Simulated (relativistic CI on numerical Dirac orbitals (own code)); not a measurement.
## Slater and spin-orbit integrals, Pm40+

Calculated at this level of theory: Dirac-Coulomb-Breit CI, KLI orbitals optimised for each configuration, a model potential for QED, unscaled Slater integrals (own radial code, finite nucleus).

Slater integrals F^k, G^k are unscaled and averaged over j, outside the closed core [Ne]; ζ comes from projecting the Hamiltonian with its Breit term on Σ l·s of the shell.

- 3s²3p⁶3d³: F^2(3d,3d) = 479280, F^4(3d,3d) = 309640, ζ(3d) = 94448 cm⁻¹; <r>(3d) = 0.2133, <r^2>(3d) = 0.05273 (bohr units).
- 3s²3p⁵3d⁴: ζ(3p) = 702410, F^2(3d,3d) = 478420, F^4(3d,3d) = 309070, F^2(3p,3d) = 413940, G^1(3p,3d) = 440570, G^3(3p,3d) = 294460, ζ(3d) = 93486 cm⁻¹; <r>(3p) = 0.2396, <r^2>(3p) = 0.06637, <r>(3d) = 0.2137, <r^2>(3d) = 0.0529 (bohr units).
- 3s3p⁶3d⁴: F^2(3d,3d) = 478090, F^4(3d,3d) = 308850, G^2(3s,3d) = 333500, ζ(3d) = 93983 cm⁻¹; <r>(3s) = 0.2449, <r^2>(3s) = 0.06843, <r>(3d) = 0.2138, <r^2>(3d) = 0.05297 (bohr units).

Problem. Give the Racah parameters of the d shell in 3s²3p⁶3d³.

Solution. B = F²/49 − 5F⁴/441 = 6271 cm⁻¹ and C = 35F⁴/441 = 24575 cm⁻¹.

Averages of the first 10 configurations, taken without configuration mixing, which lowers the lowest level and can move excited configurations by several eV; other configurations of the list can lie among them:

| Configuration | Parity | States | Average energy above the lowest level (eV) |
| --- | --- | --- | --- |
| 3s²3p⁶3d³ | even | 120 | 58.1 |
| 3s²3p⁵3d⁴ | odd | 1260 | 352.2 |
| 3s3p⁶3d⁴ | even | 420 | 606.8 |
| 3s²3p⁶3d²4s | even | 90 | 1252.5 |
| 3s²3p⁶3d²4p | odd | 270 | 1347.6 |
| 3s²3p⁶3d²4d | even | 450 | 1463.7 |
| 3s²3p⁵3d³4s | odd | 1440 | 1538.3 |
| 3s²3p⁶3d²4f | odd | 630 | 1559.1 |
| 3s²3p⁵3d³4p | even | 4320 | 1633.7 |
| 3s3p⁶3d³4s | even | 480 | 1794.5 |
